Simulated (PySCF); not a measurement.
SZn, SMILES [Zn]=[S]. Heavy atoms are numbered as in [Zn:1]=[S:2].

Geometry: PBE0-D3(BJ)/def2-TZVP.

The numbers are results of PBE/pcSseg-2 run with PySCF, not measurements.

GIAO shieldings, no solvent; atoms alike by connectivity are averaged. δ = σ(ref) − σ: ³³S against H2S (σ = 705.0 ppm), references at their B3LYP-D3(BJ)/def2-TZVP geometries, non-relativistic.

### Question
Estimate the chemical shifts. (The exact figures need the calculation; the answer reports its results.)

### Answer

```
nucleus  atoms  count  δ (ppm)
-------  -----  -----  -------
³³S         S2      1   2333.7
```
